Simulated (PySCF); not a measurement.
C₂H₈BClSi, SMILES CB([SiH2]Cl)C.

The structure is a stationary point at PBE-D3(BJ)/def2-SVP. This is a generated structure with no PubChem entry under its InChIKey; it may be hypothetical. One conformer was computed; it need not be the lowest.

Computed with PBE-D3(BJ)/def2-SVP (PySCF).

Frequencies are harmonic and unscaled.

Computed normal modes with their intensities:
```json
[
 {"mode": "1", "ν (cm⁻¹)": "37", "IR (km/mol)": "0.0", "moving atoms (share of kinetic energy)": "C 31 %, H 28 %, Si 23 %, Cl 18 %"},
 {"mode": "2", "ν (cm⁻¹)": "98", "IR (km/mol)": "1.6", "moving atoms (share of kinetic energy)": "Cl 33 %, C 31 %, H 22 %, Si 11 %"},
 {"mode": "3", "ν (cm⁻¹)": "116", "IR (km/mol)": "1.0", "moving atoms (share of kinetic energy)": "H 94 %"},
 {"mode": "4", "ν (cm⁻¹)": "148", "IR (km/mol)": "1.3", "moving atoms (share of kinetic energy)": "H 92 %"},
 {"mode": "5", "ν (cm⁻¹)": "227", "IR (km/mol)": "0.5", "moving atoms (share of kinetic energy)": "H 39 %, C 29 %, B 16 %, Cl 12 %"},
 {"mode": "6", "ν (cm⁻¹)": "252", "IR (km/mol)": "0.7", "moving atoms (share of kinetic energy)": "H 48 %, C 20 %, B 20 %"},
 {"mode": "7", "ν (cm⁻¹)": "301", "IR (km/mol)": "3.8", "moving atoms (share of kinetic energy)": "H 35 %, C 28 %, Si 21 %, B 12 %"},
 {"mode": "8", "ν (cm⁻¹)": "434", "IR (km/mol)": "23.7", "moving atoms (share of kinetic energy)": "H 72 %, Si 14 %, B 12 %"},
 {"mode": "9", "ν (cm⁻¹)": "471", "IR (km/mol)": "15.5", "moving atoms (share of kinetic energy)": "Si 28 %, C 25 %, H 21 %, B 14 %, Cl 12 %"},
 {"mode": "10", "ν (cm⁻¹)": "532", "IR (km/mol)": "39.7", "moving atoms (share of kinetic energy)": "Si 45 %, Cl 31 %, H 15 %, C 8 %"},
 {"mode": "11", "ν (cm⁻¹)": "592", "IR (km/mol)": "0.7", "moving atoms (share of kinetic energy)": "H 76 %, C 16 %"},
 {"mode": "12", "ν (cm⁻¹)": "667", "IR (km/mol)": "0.2", "moving atoms (share of kinetic energy)": "H 94 %"},
 {"mode": "13", "ν (cm⁻¹)": "789", "IR (km/mol)": "157.6", "moving atoms (share of kinetic energy)": "H 80 %, C 9 %"},
 {"mode": "14", "ν (cm⁻¹)": "806", "IR (km/mol)": "4.5", "moving atoms (share of kinetic energy)": "H 47 %, B 29 %, C 23 %"},
 {"mode": "15", "ν (cm⁻¹)": "813", "IR (km/mol)": "3.9", "moving atoms (share of kinetic energy)": "H 64 %, C 24 %, B 12 %"},
 {"mode": "16", "ν (cm⁻¹)": "821", "IR (km/mol)": "63.9", "moving atoms (share of kinetic energy)": "H 66 %, C 25 %"},
 {"mode": "17", "ν (cm⁻¹)": "895", "IR (km/mol)": "71.4", "moving atoms (share of kinetic energy)": "H 96 %"},
 {"mode": "18", "ν (cm⁻¹)": "1065", "IR (km/mol)": "44.0", "moving atoms (share of kinetic energy)": "B 49 %, H 34 %, C 15 %"},
 {"mode": "19", "ν (cm⁻¹)": "1121", "IR (km/mol)": "10.0", "moving atoms (share of kinetic energy)": "B 49 %, H 45 %"},
 {"mode": "20", "ν (cm⁻¹)": "1243", "IR (km/mol)": "25.7", "moving atoms (share of kinetic energy)": "H 74 %, C 24 %"},
 {"mode": "21", "ν (cm⁻¹)": "1267", "IR (km/mol)": "102.6", "moving atoms (share of kinetic energy)": "H 53 %, C 31 %, B 16 %"},
 {"mode": "22", "ν (cm⁻¹)": "1346", "IR (km/mol)": "4.0", "moving atoms (share of kinetic energy)": "H 96 %"},
 {"mode": "23", "ν (cm⁻¹)": "1349", "IR (km/mol)": "1.5", "moving atoms (share of kinetic energy)": "H 96 %"},
 {"mode": "24", "ν (cm⁻¹)": "1388", "IR (km/mol)": "4.5", "moving atoms (share of kinetic energy)": "H 91 %"},
 {"mode": "25", "ν (cm⁻¹)": "1395", "IR (km/mol)": "8.1", "moving atoms (share of kinetic energy)": "H 91 %"},
 {"mode": "26", "ν (cm⁻¹)": "2127", "IR (km/mol)": "81.7", "moving atoms (share of kinetic energy)": "H 97 %"},
 {"mode": "27", "ν (cm⁻¹)": "2136", "IR (km/mol)": "95.1", "moving atoms (share of kinetic energy)": "H 96 %"},
 {"mode": "28", "ν (cm⁻¹)": "2925", "IR (km/mol)": "1.7", "moving atoms (share of kinetic energy)": "H 96 %"},
 {"mode": "29", "ν (cm⁻¹)": "2930", "IR (km/mol)": "0.1", "moving atoms (share of kinetic energy)": "H 96 %"},
 {"mode": "30", "ν (cm⁻¹)": "3015", "IR (km/mol)": "15.7", "moving atoms (share of kinetic energy)": "H 92 %"},
 {"mode": "31", "ν (cm⁻¹)": "3016", "IR (km/mol)": "13.2", "moving atoms (share of kinetic energy)": "H 93 %"},
 {"mode": "32", "ν (cm⁻¹)": "3065", "IR (km/mol)": "9.0", "moving atoms (share of kinetic energy)": "H 90 %, C 10 %"},
 {"mode": "33", "ν (cm⁻¹)": "3073", "IR (km/mol)": "5.6", "moving atoms (share of kinetic energy)": "H 90 %, C 10 %"}
]
```
